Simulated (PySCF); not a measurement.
Below is a simulated gas-phase C 1s photoelectron spectrum of `c1ccc(C2CC2)pc1`.

Every computed line was given a Gaussian of 1.0 eV full width at half maximum and an area set by the number of equivalent atoms; the highest printed point is 100. Method used: delta-SCF UKS SCAN, pcX-2 on the ionised atom, pcseg-1 elsewhere, spin-free X2C in PySCF 2.14.0.

(binding energy (eV), intensity): (288.5, 0), (288.6, 0), (288.7, 0), (288.8, 1), (288.9, 1), (289.0, 2), (289.1, 4), (289.2, 7), (289.3, 12), (289.4, 18), (289.5, 26), (289.6, 36), (289.7, 48), (289.8, 61), (289.9, 74), (290.0, 85), (290.1, 94), (290.2, 99), (290.3, 100), (290.4, 97), (290.5, 89), (290.6, 79), (290.7, 67), (290.8, 55), (290.9, 42), (291.0, 32), (291.1, 23), (291.2, 16), (291.3, 10), (291.4, 6), (291.5, 4), (291.6, 2), (291.7, 1), (291.8, 1), (291.9, 0), (292.0, 0), (292.1, 0)

**Question.** How many maxima does the curve show, and how many computed lines lie under it?

**Answer.** The curve has 1 maximum (at 290.3 eV). Under it lie 7 lines from 7 inequivalent carbon sites. At this width some lines have no maximum of their own.

**Question.** Decompose the envelope and assign each component. Numbering: `[cH:1]1[cH:2][cH:3][c:4]([CH:5]2[CH2:6][CH2:7]2)[p:8][cH:9]1`.

**Answer.** 
```
position (eV)  relative area  line  atoms                  environment
       289.95              1  C 1s     C9           aromatic CH carbon
       290.17              1  C 1s     C3           aromatic CH carbon
       290.18              1  C 1s     C1           aromatic CH carbon
       290.19              1  C 1s     C2           aromatic CH carbon
       290.20              1  C 1s     C4  substituted aromatic carbon
       290.44              2  C 1s  C6/C7   three-membered-ring carbon
       290.67              1  C 1s     C5         benzylic-type carbon
```

Lowest listed C 1s: C9, bonded to C (aromatic in the SMILES), H and P (aromatic in the SMILES). Highest, 0.72 eV above it: C5, bonded to 3 C and H. The values 290.17, 290.18, 290.19 and 290.20 eV lie too close for their order to be trusted.

Shake-up satellites, vibrational structure and lifetime widths aren't simulated. The first atom of each set that the bonding makes equivalent was ionised and stands for the set. The unrestricted hole states depart most from a pure doublet (⟨S²⟩ = 0.75; over 0.85 named) for C 1s of C4 (0.87), which makes this value less certain. One conformer (not necessarily the lowest) at the PBE0-D3(BJ)/def2-SVP geometry, without solvent, vibrations or thermal averaging.

The run took 4.9 min on one thread, Intel Xeon Platinum 8488C (x86_64), shared host, and the process peaked at 0.74 GiB of memory.

Conformer computed: `[cH:1]1[cH:2][cH:3][c:4]([CH:5]2[CH2:6][CH2:7]2)[p:8][cH:9]1`: C3–C4–C5–C6 -145°.
